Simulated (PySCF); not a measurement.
Correlation energy of Pt²⁺ (platinum, charge +2)

[Xe] 4f14 5d7 6s1, high-spin 5F determinant (an excited configuration). All numbers are calculated (PySCF 2.14, a scalar-relativistic core potential, in aug-cc-pVDZ-PP with ECP60MDF (5s5p4d2f, 54 functions)). Frozen: 5s2 5p6; 8 electrons correlated.

MP2 pair energies summed by pair of shells (mhartree):

| pair | energy | share (%) |
| --- | --- | --- |
| 5d-5d | -108.67 | 76.1 |
| 5d-6s | -34.06 | 23.9 |

Total MP2 correlation energy: -142.73 mhartree.

Same-spin part -66.16 and opposite-spin part -76.57 mhartree; SCS-MP2 scales them by 1/3 and 6/5 to -113.93 mhartree.
